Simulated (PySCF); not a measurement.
**Manganese: a sound run and one with changed settings**

Sound run: Mn [Ar] 3d5 4s2, Mn⁺ [Ar] 3d5 4s1. All numbers are calculated (PySCF 2.14, the non-relativistic Hamiltonian (point nucleus), in aug-cc-pVDZ). In the sound run the correlated levels freeze [Ar]. The sound run starts from symmetry-adapted Hartree-Fock orbitals and uses a fine grid where one is needed.

Changed run: the spin-free X2C one-electron Hamiltonian (Gaussian nucleus). This setting is unsound on purpose.

```tsv
species	method	sound run (hartree)	changed run (hartree)	converged
Mn	UHF	-1149.86771	-1156.12090	yes
Mn	TPSS	-1151.01106	-1157.26415	yes
Mn	r2SCAN	-1150.96713	-1157.22003	yes
Mn	MP2	-1149.97057	-1156.22459	yes
Mn⁺	UHF	-1149.64794	-1155.89968	yes
Mn⁺	TPSS	-1150.75261	-1157.00367	yes
Mn⁺	r2SCAN	-1150.71450	-1156.96564	yes
Mn⁺	MP2	-1149.71652	-1155.96872	yes
```

Ionisation energy of Mn:

```
 method  sound run (eV)  changed run (eV)
    UHF           5.980             6.020
   TPSS           7.033             7.088
 r2SCAN           6.874             6.922
    MP2           6.913             6.963
SCS-MP2           7.109             7.159
```

Most of the change in total energy is the relativistic energy itself. On top of that the contraction fixes the core shape for the Hamiltonian it was made with, so the changed run is not a good calculation with the other Hamiltonian either.

For comparison, NIST gives 7.434 eV between the lowest levels.
